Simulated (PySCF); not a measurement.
Static response to an electric field

Compound: C6H12Si.
Geometry (GFN2-xTB, Å), atoms numbered from 1 in this order:
```xyz
19
C6H12Si angstrom
C     -1.6873    1.5986    0.4589
C     -2.2650    0.4514   -0.3597
C     -1.3672    0.1008   -1.5522
C     -0.0795   -0.3994   -1.1073
C      0.9695   -0.8124   -0.6983
C      2.2304   -1.2998   -0.1901
Si     2.5006   -0.7490    1.6199
H     -0.6867    1.3444    0.8025
H     -1.6247    2.5039   -0.1421
H     -2.3113    1.8054    1.3254
H     -2.3726   -0.4309    0.2754
H     -3.2563    0.7248   -0.7289
H     -1.2128    0.9908   -2.1704
H     -1.8542   -0.6608   -2.1693
H      2.2449   -2.3908   -0.2582
H      3.0406   -0.9245   -0.8209
H      1.4227   -1.2752    2.4583
H      2.5074    0.7134    1.6801
H      3.7916   -1.2814    2.0640
```

Level: PBE0/def2-SVPD (PySCF), static field, nuclei fixed, core orbitals frozen in the response. The polarisability tensor in these axes (au):

```
x   118.01 -14.34  15.15
y   -14.34  87.05  -0.57
z    15.15  -0.57  95.83
```

Question: Diagonalise the tensor; give its mean and Δα, where Δα² is half the sum of the squared differences of the eigenvalues.

Answer: Principal values 79.33, 91.80 and 129.76 au; mean 100.30 au = 14.86 Å³ = 16.54 × 10⁻⁴⁰ C²·m²/J; Δα = 45.49 au (45 % of the mean).

Question: What is the dipole moment, and where does it point?

Answer: (-0.13, -0.11, -0.20) D, 0.26 D in size, pointing from the negative to the positive side. Measured along this direction, the outermost atoms are H19 and H18 at the negative end and H14 at the positive end.

Question: Find the Langevin capture rate constant for NH4+ (18.034 u) meeting this molecule (112.071 u), k = 2.342 × 10⁻⁹ cm³/s × √(α in Å³ / reduced mass in u).

Answer: The reduced mass is 15.53 u, so k = 2.29 × 10⁻⁹ cm³/s.

Question: Traceless (Buckingham) quadrupole moment about the centre of nuclear charge: eigenvalues?

Answer: -3.34, -2.06, 5.41 D·Å. The values depend on the origin, since the dipole doesn't vanish. The electronic extent ⟨r²⟩ about the same centre is 1516 bohr², a root-mean-square distance of 2.62 Å for the 62 electrons.

Question: Along which axes do the principal values lie, and how far do the nuclei extend along each?

Answer: Largest value along (0.87, -0.30, 0.39), where the nuclei span 7.83 Å; middle along (-0.20, 0.51, 0.83), 4.39 Å; least along (0.45, 0.81, -0.38), 2.86 Å. The response follows the extents in order.

Question: Rayleigh depolarisation ratio (linearly polarised light, static tensor)?

Answer: ρ = 3Δα²/(45ᾱ² + 4Δα²) = 6208.1/(452659 + 8277.4) = 0.0135.

Question: Form Σ f/ω² (atomic units) for the 8 lowest TDDFT singlets, given as eV and f, and set it beside the mean polarisability, which is this sum over all singlets: 6.24, 0.0005; 6.43, 0.0030; 6.51, 0.0056; 6.59, 0.0719; 6.63, 0.0032; 7.04, 0.0278; 7.07, 0.0203; 7.24, 0.0288.

Answer: They add up to 2.56 au, 2.6 % of the 100.30 au; the largest single term is 1.23 au, from the state at 6.59 eV. Terms in order: 0.01, 0.05, 0.10, 1.23, 0.05, 0.42, 0.30, 0.41 au. Higher excitations give the rest. The strengths listed sum to 0.161.

The structure is a single GFN2-xTB conformer in the gas phase; no vibrational or solvent corrections.
